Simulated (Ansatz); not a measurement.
Stepwise reaction of `C[Si](F)(F)[SiH3]` with water, as a gas-phase model of exchange steps in deposition or etching. ΔE in kJ/mol.

Calculated with Ansatz (gas phase, PBE0-D4/def2-TZVP geometries, no zero-point term in ΔE). CCSD(T)/CBS is the MP2 limit (def2-TZVPP, def2-QZVPP) plus CCSD(T) − MP2 in def2-TZVPP, frozen cores. This one scheme is used for every species. DFT in def2-TZVPP. B3LYP here is the variant with VWN-RPA as its local correlation; programs differ in this. Each species was taken in one conformer, which may not be the lowest.

| step | reaction | PBE-D4 | B3LYP-D4 | ωB97M-V | CCSD(T)/CBS |
| --- | --- | --- | --- | --- | --- |
| 2 | `C[Si](O)(F)[SiH3]` + H₂O → `C[Si](O)(O)[SiH3]` + H–F | 48.6 | 51.3 | 51.2 | 49.7 |

Q: Give the row of step 1, `C[Si](F)(F)[SiH3]` + H₂O → `C[Si](O)(F)[SiH3]` + H–F. (Estimate.)

A: Ansatz gave: 
| step | reaction | PBE-D4 | B3LYP-D4 | ωB97M-V | CCSD(T)/CBS |
| --- | --- | --- | --- | --- | --- |
| 1 | `C[Si](F)(F)[SiH3]` + H₂O → `C[Si](O)(F)[SiH3]` + H–F | 42.6 | 44.4 | 44.0 | 43.1 |

Q: By hand: ΔE of the 2 steps together at CCSD(T)/CBS.

A: (43.1) + (49.7) = 92.8 kJ/mol, or 46.4 kJ/mol a step.

In ΔE each step is higher than the one before. All are uphill at CCSD(T)/CBS. PBE-D4 differs from CCSD(T)/CBS by -1.1 to -0.5 kJ/mol a step. Isolated molecules leave out the surface, adducts and barriers. Largest T1 diagnostic: 0.012.
